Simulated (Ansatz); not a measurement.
Calculated with Ansatz (gas phase, PBE0-D4/def2-TZVP geometries, no zero-point term in ΔE). CBS: MP2 limit from def2 TZ/QZ plus the TZ coupled-cluster correction, frozen cores. This one scheme is used for every species. DFT in def2-TZVPP. def2 core potentials past Kr. For In outer-core shells are correlated without core-valence functions, which leaves a few kJ/mol of doubt a bond. Each species was taken in one conformer, which may not be the lowest.

Consider the formal exchange of groups at a C–C bond: `C=C[CH2][In]([F])[Cl]` + CH₄ → `C[CH2][In]([F])[Cl]` + ethylene.

```tsv
level	ΔE (eV)
PBE0	0.24
SCS-MP2/def2-QZVPP	0.25
```

(1) What does CCSD(T)/CBS give? (Best estimate.)

Largest T1 diagnostic among the species: 0.014.

## Answers

(1) The calculation gave: +0.26 eV. The listed levels differ from it by -0.02, -0.01 eV.

Leaving LDA and LC-ωPBE aside and taking each functional with its dispersion term where it has one, the values, not all of them listed here, spread over 0.06 eV, from B2PLYP to B97M-V. LDA lies +0.10 eV from PBE without D4. In def2-TZVPP, CCSD(T) changes the Hartree–Fock value by +0.10 eV (the triples alone add +0.02 eV) and MP2 by +0.13 eV.

CCSD(T)/CBS has its own doubt, a few kJ/mol and more with outer-core shells, so smaller differences from it don't rank the levels.
